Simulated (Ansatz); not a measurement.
```xyz
8

O    -1.4590   -0.3248    0.5666
W     0.2676   -0.0915   -0.0560
Cl   -0.4573    2.0761   -0.5200
Cl    0.8592   -2.2343    0.4413
Cl    2.2943    0.5481   -0.9026
Cl   -0.3123   -0.7950   -2.1660
Cl    1.0154    0.5442    2.0225
H    -2.2078    0.2773    0.6143
```

Charge 0, multiplicity 1. W takes the def2 core potential.

(1) List the PBE0/def2-TZVPP orbital energies in eV (Ansatz). (Best estimate.)

Answers

(1) The calculation gave: Occupied: -2768.23, -2767.96, -2767.93, -2767.93, -2767.73, -524.81, -260.07, -259.81, -259.78, -259.78, -259.58, -198.31, -198.25, -198.23, -198.05, -198.02, -198.02, -197.98, -197.97, -197.95, -197.95, -197.93, -197.93, -197.82, -197.75, -197.72, -86.52, -49.30, -49.12, -49.11, -29.41, -23.90, -23.35, -23.17, -22.99, -22.93, -16.63, -13.16, -13.00, -12.90, -12.86, -12.15, -11.67, -11.28, -11.19, -10.36, -10.05, -9.83, -9.66, -9.55, -9.53, -9.04, -8.99, -8.91. Lowest empty: -4.97, -4.63, -4.38, -1.39, -0.67, 0.71, 2.02, 3.38.
